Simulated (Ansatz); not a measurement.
`C/C(Cl)=C\[SiH3]` and `C/C(Cl)=C(\F)[SiH3]` differ in one atom or group (the configuration at the double bond changes too).

Ansatz, PBE0-D4/def2-TZVP geometries, multiplicity 1. 

| property | `C/C(Cl)=C\[SiH3]` |
| --- | --- |
| HOMO–LUMO gap (PBE0/def2-TZVPP) / eV | 6.65 |
| HOMO–LUMO gap (B3LYP/def2-TZVPP) / eV | 6.23 |
| HOMO–LUMO gap (ωB97M-V/def2-TZVPP) / eV | 10.83 |
| HOMO energy (PBE0/def2-TZVPP) / eV | -7.42 |
| size of the dipole moment (ωB97M-V/def2-TZVPP) / D | 0.98 |
| HOMO energy (ωB97M-V/def2-TZVPP) / eV | -9.58 |

Give the same properties after the change, and the shifts. (Best estimate.)

Ansatz gave: 
```
                                          property  `C/C(Cl)=C(\F)[SiH3]`  shift
              HOMO–LUMO gap (PBE0/def2-TZVPP) / eV                   6.60  -0.05
             HOMO–LUMO gap (B3LYP/def2-TZVPP) / eV                   6.18  -0.05
           HOMO–LUMO gap (ωB97M-V/def2-TZVPP) / eV                  10.81  -0.02
                HOMO energy (PBE0/def2-TZVPP) / eV                  -7.18   0.24
size of the dipole moment (ωB97M-V/def2-TZVPP) / D                   0.80  -0.18
             HOMO energy (ωB97M-V/def2-TZVPP) / eV                  -9.35   0.23
```

With PBE0 the HOMO rises by 0.24 eV and the LUMO rises by 0.19 eV, so the gap narrows by about 0.05 eV. PBE moves the HOMO by 0.32 eV and ωB97M-V by 0.23 eV. Dipoles are sizes alone; their direction can turn.

Positive LUMOs are unbound, so they and the gaps depend on the basis.

B3LYP here is the variant with VWN-RPA as its local correlation; programs differ in this.
